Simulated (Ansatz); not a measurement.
A nudged elastic band was laid between two geometries of CH₂ClF₂NSi (8 atoms, charge 0, multiplicity 1).

Computed with RKS LDA/def2-SVP in Ansatz 0.2.0.

```
movable images  : 7
climbing image  : yes
spring          : 5.0 eV/Å²
optimiser       : quadratic models (default)
start path      : IDPP
force threshold : 0.05 eV/Å
iteration limit : 60
end points      : relaxed
```

Image 0:

```xyz
8
Properties=species:S:1:pos:R:3
F -2.026 -0.559 1.758
C -0.895 -0.242 1.158
N -0.756 -0.348 -0.079
Si 0.666 0.031 -0.956
F 1.837 0.478 0.071
Cl 0.276 1.613 -2.175
H -0.146 0.112 1.909
H 1.137 -1.142 -1.741
```

Image 8:

```xyz
8
Properties=species:S:1:pos:R:3
F -2.160 -0.502 1.600
C -1.248 -0.042 0.769
N -0.224 -0.700 0.488
Si 1.023 -0.197 -0.575
F 2.385 -0.109 0.276
Cl 0.646 1.686 -1.311
H -1.536 0.970 0.388
H 1.205 -1.162 -1.692
```

(1) What changes between the two ends?

(2) Give the energies along the band, and the barrier.

(3) What is the geometry of the highest image?

(4) What are the harmonic wavenumbers there?

The band took 7 iterations and of the order of 3 core-minutes.

Results:

(1) No bond is made or broken. The dihedral C2–N3–Si4–Cl6 goes from -115 to 2°.

(2) The run converged. The highest image is number 4 of 0 to 8, 1.3 kcal/mol above the first end and 2.1 kcal/mol above the last; the last end lies 0.8 kcal/mol below the first. A vibrational analysis at the climbing image gives one clearly imaginary mode, 119i cm⁻¹: a first-order saddle point.

```json
{"image": "0", "path coordinate (Å)": "0.00", "energy (kcal/mol)": "0.0", "dihedral C2–N3–Si4–Cl6 (°)": "-115"}
{"image": "1", "path coordinate (Å)": "0.33", "energy (kcal/mol)": "0.2", "dihedral C2–N3–Si4–Cl6 (°)": "-100"}
{"image": "2", "path coordinate (Å)": "0.66", "energy (kcal/mol)": "0.7", "dihedral C2–N3–Si4–Cl6 (°)": "-88"}
{"image": "3", "path coordinate (Å)": "0.99", "energy (kcal/mol)": "1.2", "dihedral C2–N3–Si4–Cl6 (°)": "-74"}
{"image": "4", "path coordinate (Å)": "1.33", "energy (kcal/mol)": "1.3", "dihedral C2–N3–Si4–Cl6 (°)": "-60"}
{"image": "5", "path coordinate (Å)": "1.69", "energy (kcal/mol)": "1.0", "dihedral C2–N3–Si4–Cl6 (°)": "-44"}
{"image": "6", "path coordinate (Å)": "2.06", "energy (kcal/mol)": "0.2", "dihedral C2–N3–Si4–Cl6 (°)": "-29"}
{"image": "7", "path coordinate (Å)": "2.43", "energy (kcal/mol)": "-0.5", "dihedral C2–N3–Si4–Cl6 (°)": "-14"}
{"image": "8", "path coordinate (Å)": "2.79", "energy (kcal/mol)": "-0.8", "dihedral C2–N3–Si4–Cl6 (°)": "2"}
```

(3) 
```xyz
8
Properties=species:S:1:pos:R:3
F -2.113 -0.599 1.645
C -1.054 -0.085 1.051
N -0.535 -0.631 0.057
Si 0.825 -0.146 -0.866
F 2.110 -0.021 0.103
Cl 0.476 1.698 -1.683
H -0.750 0.857 1.571
H 1.133 -1.131 -1.933
```

(4) 119i, 85, 93, 220, 299, 351, 495, 571, 788, 800, 880, 943, 969, 1197, 1327, 1820, 2272, 2989 cm⁻¹.

Time of the run: 95 s on 2 threads of AMD EPYC 7R43 64-Core Processor (Zen 3), on a shared host, peak memory 0.15 GiB.
